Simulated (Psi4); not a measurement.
C2H2N3 (SMILES [c]1ncn[nH]1), doublet, geometry from GFN2-xTB. Base run: BLYP/STO-3G run with Psi4.

The Psi4 input:
```
memory 2 GB

molecule {
0 2
C    -0.60350757   -0.82796458   -0.48881943
N     0.68981498   -0.87913391   -0.50636726
C     1.03177486    0.24989577    0.15562002
N     0.00120577    0.96304564    0.56190122
N    -1.06411527    0.25387661    0.13799864
H     2.04740336    0.53679080    0.33267363
H    -2.00534541    0.56710358    0.31179463
}

set {
  basis sto-3g
  reference uks
}

energy('blyp')
print_variables()
```

Each row names what was changed in the base input (with any setting that the change needs).

```tsv
change	E (Eh)	dipole (D)	<S^2>	core-seconds (rough)
base	-238.30467	2.23	0.754	10
functional = tpss	-238.50340	2.33	0.756	20
functional = mn15	-237.08700	2.40	0.759	10
functional = cam-b3lyp	-238.27598	2.39	0.758	10
functional = tpssh	-238.48069	2.38	0.758	20
functional = b97m-v	-238.45494	2.41	0.758	100
functional = revpbe	-238.38097	2.29	0.755	10
functional = hf (with energy('scf'))	-237.07998	2.23	1.192	4
functional = wb97m-v	-238.41743	2.39	0.757	200
functional = m11	-237.90394	2.37	0.759	20
functional = bp86	-238.42100	2.27	0.754	8
functional = x3lyp	-238.29437	2.35	0.757	10
functional = wb97x	-238.38517	2.43	0.761	9
```

Total energies compare only within one method and basis.

Open shells are given as the SCF converged; they aren't shown to be the lowest states, and a large step between rows can be another state.
